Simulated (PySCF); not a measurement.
## Working out the ionisation energy of Al²⁺

Al²⁺ [Ne] 3s1 (2S) → Al³⁺ [Ne] (1S). Calculation: PySCF 2.14, in aug-cc-pCVTZ-DK (8s7p5d3f, 75 functions); the spin-free X2C one-electron Hamiltonian (Gaussian nucleus). Frozen: nothing. Energies in hartree (1 hartree = 27.21139 eV):

| part | Al²⁺ (lower) | Al³⁺ (upper) |
| --- | --- | --- |
| UHF | -241.464209 | -240.431983 |
| CCSD correlation | -0.312393 | -0.302583 |
| (T) | -0.002085 | -0.001842 |

Question: What does Hartree-Fock give?

Answer: (-240.431983) − (-241.464209) = 1.032226 hartree = 28.088 eV.

Question: What do CCSD and CCSD(T) give?

Answer: The CCSD correlation energies differ by 0.009810 hartree = 0.267 eV and the triples by 0.000243 hartree = 0.007 eV, so CCSD gives 28.355 eV and CCSD(T) 28.362 eV.

Measured between the centres of the two terms (NIST): 28.448 eV, so CCSD(T) (all electrons) is off by -0.086 eV.

What remains against the reference includes basis incompleteness and higher excitations.
